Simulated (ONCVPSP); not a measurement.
**Before and after: ONCV potential for carbon (C)**

ONCVPSP 4.0.1 input, shortened (lines: element, Z, core and valence counts, functional; n l f; lmax; l rc ep ncon nbas qcut; lloc lpopt rc5 dvloc0; l nproj debl; icmod fcfact rcfact), PBEsol, scalar-relativistic:

```
  C 6.00    1    2  -116133      upf
    1    0    2.00
    2    0    1.50
    2    1    2.50
    2
    0    1.15    0.00    3    7    4.40
    1    2.15    0.00    3    6    8.20
    2    2.15    0.27    5    9    4.00
    0    5    1.15    0.00
    0    0    3.80
    1    2    2.10
    2    2    2.20
    3    4.00    1.80
```

All-electron outer shells of the reference configuration (PBEsol, scalar-relativistic, ld1.x):

```
shell  level (eV)  outermost node (bohr)  outermost maximum (bohr)
   1s     -272.53                      –                      0.18
   2s      -13.88                   0.38                      1.22
   2p       -5.46                      –                      1.20
```

Change: p: rc 1.98.

Cutoffs: the cutoffs (Ha) at which the residual kinetic energy of the hardest occupied pseudo-wave falls to 1 and 0.1 mHa per electron; they do not see the model core or the augmentation charge, which bear on the density cutoff. Errors are all-electron minus pseudo energies relative to the spin-unpolarised reference configuration.

**Question.** Predict the effect on cutoff, ghosts and configuration errors.

**Answer.** The potential gets neither clearly harder nor softer (55 Ha and 112 Ha → 55 Ha and 112 Ha); of the 4 tests that both files solve, the error grows in 1 and shrinks in 3 by more than 15 % and 0.3 meV (median size 27.2 → 20.7 meV); neither file shows a bound ghost.

| quantity | base | changed |
| --- | --- | --- |
| cutoff, loose | 55 Ha | 55 Ha |
| cutoff, tight | 112 Ha | 112 Ha |
| loose cutoff by channel | s 55 Ha, p 15 Ha | s 55 Ha, p 16 Ha |
| bound ghosts | none | none |
| GHOST(+) flags under 300 eV | none | none |
| error for 2s2 2p2, meV [ΔE -4.21 eV] | -1.0 | -0.3 |
| error for 2s2 2p1, meV [ΔE 6.58 eV] | +53 | +41 |
| error for 2s2 2p0, meV [ΔE 30.60 eV] | +337 | +256 |
| error for 2s1 2p2, meV [ΔE 15.29 eV] | +0.5 | +0.8 |
| s: phases at 1.16 bohr within 0.05 rad from the reference energy up to (Ha; the scan ends near 5) | 2.8 | 2.8 |
| d: phases at 2.18 bohr within 0.05 rad from the reference energy up to (Ha; the scan ends near 5) | to the end of the scan | to the end of the scan |
| rms error of d²Exc/dni dnj with the model core, mHa | 2.26 | 2.16 |
